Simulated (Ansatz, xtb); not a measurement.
# Two structures of AlFH2SiTe

Structure I: a singlet given by its coordinates. Structure II: `[F][Al]1[SiH2][Te]1`, a singlet. Both are isolated molecules in the gas phase, relaxed with PBE0-D3(BJ)/def2-SVP.

I (Å):

```yaml
atoms:
  - { symbol: Al, position_ang: [1.4256, -1.1196, 0.0944] }
  - { symbol: F, position_ang: [1.6482, -2.7220, -0.3312] }
  - { symbol: Si, position_ang: [0.0309, -0.8883, 2.5577] }
  - { symbol: Te, position_ang: [2.4372, -0.4634, 2.3744] }
  - { symbol: H, position_ang: [1.2227, -0.0339, -1.0280] }
  - { symbol: H, position_ang: [-0.1835, -1.1265, 0.9586] }
```

Close contacts (Å): Al1–F2 1.67, Al1–Si3 2.84, Al1–Te4 2.58, Si3–Te4 2.45, Al1–H5 1.57, Al1–H6 1.83, Si3–H6 1.63.

II (Å):

```xyz
6

Al   -0.1750   -0.4963    0.8685
F    -1.6796   -0.1425    1.4675
Si    1.8916   -1.5906    0.9593
Te    1.3286    0.0149   -1.0289
H     3.0689   -1.1127    1.7444
H     2.1300   -2.9898    0.4945
```

**Question.** Estimate which is lower in electronic energy at CCSD(T)/def2-SVP + ΔMP2/def2-TZVPP, and by roughly how much.

**Answer.** The CCSD(T)/def2-SVP + ΔMP2/def2-TZVPP calculation puts structure II lower, by 3.8 kcal/mol.

The same difference at several levels:

| level | geometry | E(II) − E(I) (kcal/mol) | departure from the last row (kcal/mol) | job, with rough time for the two |
| --- | --- | --- | --- | --- |
| PBE0-D3(BJ)/def2-SVP | PBE0-D3(BJ)/def2-SVP | −7.8 | −3.9 | optimisation, 4.2 min |
| HF/def2-SVP | PBE0-D3(BJ)/def2-SVP | −8.2 | −4.4 | part of the CCSD(T) run |
| MP2/def2-SVP | PBE0-D3(BJ)/def2-SVP | −6.6 | −2.8 | part of the CCSD(T) run |
| CCSD(T)/def2-SVP | PBE0-D3(BJ)/def2-SVP | −3.5 | +0.3 | single point |
| CCSD(T)/def2-SVP + ΔMP2/def2-TZVPP | PBE0-D3(BJ)/def2-SVP | −3.8 |  | single point, 73 s |

None of the levels shown reverses the order. The largest departure from CCSD(T)/def2-SVP + ΔMP2/def2-TZVPP is that of HF/def2-SVP, 4.4 kcal/mol. Levels run at GFN2-xTB geometries aren't shown. The last row adds to CCSD(T) the change of the MP2 difference between the two basis sets, here −0.3 kcal/mol.

With harmonic frequencies from PBE0-D3(BJ)/def2-SVP (ideal gas, rigid rotor, one conformer each, 298.15 K, 1 atm): on the last row, ΔE + ΔZPE = −2.9, ΔH = −2.9, ΔG = −2.8 kcal/mol.

The correlated steps freeze 15 core orbitals; the filled d shell of Te is correlated, in a basis made for valence electrons. Atoms past krypton carry core potentials in the def2 sets and no spin–orbit term is included. Mirror images aren't counted in ΔG. Codes used: Ansatz 0.2.0; the last row on 1 thread of Intel(R) Xeon(R) Processor @ 2.50GHz (Skylake/Cascade Lake) on a shared host.
